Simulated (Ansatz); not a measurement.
Start from `[OH][Ga]([OH])[OH]` and change one atom or group to get `O=[CH][Ga]([OH])[OH]`.

Ansatz, PBE0-D4/def2-TZVP geometries, multiplicity 1. Each molecule was computed in one conformer, which needn't be the lowest.

Outer-core shells of Ga are correlated without core-valence functions. Scalar relativity is left out up to krypton. Spin–orbit coupling is left out.

| property | `[OH][Ga]([OH])[OH]` |
| --- | --- |
| HOMO–LUMO gap (B3LYP/def2-TZVPP) / eV | 7.40 |
| LUMO energy (PBE0/def2-TZVPP) / eV | -0.89 |
| LUMO energy (B3LYP/def2-TZVPP) / eV | -1.28 |
| size of the dipole moment (B3LYP/def2-TZVPP) / D | 0.00 |
| vertical ionisation energy (CCSD(T)/def2-TZVPP) / eV | 11.81 |
| ideal-gas entropy at 298 K and 1 bar (rigid rotor, harmonic PBE0-D4/def2-TZVP) / J/(mol·K) | 317 |

Question: Give the same properties after the change, and the shifts. (Best estimate.)

Answer: Computed: 
| property | `O=[CH][Ga]([OH])[OH]` | shift |
| --- | --- | --- |
| HOMO–LUMO gap (B3LYP/def2-TZVPP) / eV | 4.49 | -2.91 |
| LUMO energy (PBE0/def2-TZVPP) / eV | -2.25 | -1.36 |
| LUMO energy (B3LYP/def2-TZVPP) / eV | -2.53 | -1.25 |
| size of the dipole moment (B3LYP/def2-TZVPP) / D | 0.45 | 0.45 |
| vertical ionisation energy (CCSD(T)/def2-TZVPP) / eV | 9.59 | -2.22 |
| ideal-gas entropy at 298 K and 1 bar (rigid rotor, harmonic PBE0-D4/def2-TZVP) / J/(mol·K) | 359 | 42 |

With PBE0 the HOMO rises by 1.76 eV and the LUMO falls by 1.36 eV, so the gap narrows by about 3.12 eV. PBE moves the HOMO by 1.42 eV and ωB97M-V by 1.99 eV. The zero-point energy changes by 11.2 kJ/mol with +3 modes.

B3LYP here is the variant with VWN-RPA as its local correlation; programs differ in this.
